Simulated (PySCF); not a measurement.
**Unknown compound**

An unknown has the formula C₆H₃F₃. Its calculated NMR data are:

¹H NMR (400 MHz, computed): δ 7.47 (m, 1H), 7.23 (m, 1H), 7.09 (m, 1H).

¹³C{¹H} NMR (computed): δ 167.8 (C), 160.6 (C), 156.7 (C), 124.7 (CH), 116.9 (CH), 112.5 (CH).

[PySCF 2.14.0 with density-fitted response routines: σ from GIAO-PBE0/pcSseg-1; structure optimised with GFN2-xTB; one computed conformer; in vacuum; relativity neglected]

Chemical shifts δ = σref − σ; ¹H (31.72 ppm), ¹³C (186.93 ppm) against TMS, all at this level.

Propose a structure and justify it.

Results:


Rings plus π bonds: 4 (1 ring in the answer). 6 carbon signals for 6 carbons: no two carbons are equivalent. Carbon types of the structure: 3 × C, 3 × CH, which accounts for all hydrogens. δC 167.8, 160.6, 156.7: aromatic carbon bearing fluorine; the electronegative substituent deshields the carbon that carries it. δC 124.7, 116.9, 112.5: aromatic CH. δH 7.47, 7.23, 7.09: hydrogen on an aromatic CH; the ring current deshields protons in the ring plane.

These data were computed for 1,2,4-trifluorobenzene (F-1) (SMILES Fc1ccc(F)c(F)c1).

The shifts were computed for this structure.

Splittings by ¹⁹F in the carbon and heteronuclear signals aren't shown, as no couplings were computed. Shifts are as computed. Against solution values, carbons near 30 ppm lie about +3 ppm off and those near 130 ppm about +5 ppm. Of 1211 compounds with measured shifts, 218 miss one by over three times the rms of a fit or turn the order of signals round; such compounds aren't used in these exercises. Multiplicities follow the n + 1 count of equivalent neighbours, as no J values were calculated; m marks all less simple cases, F and P coupling included.
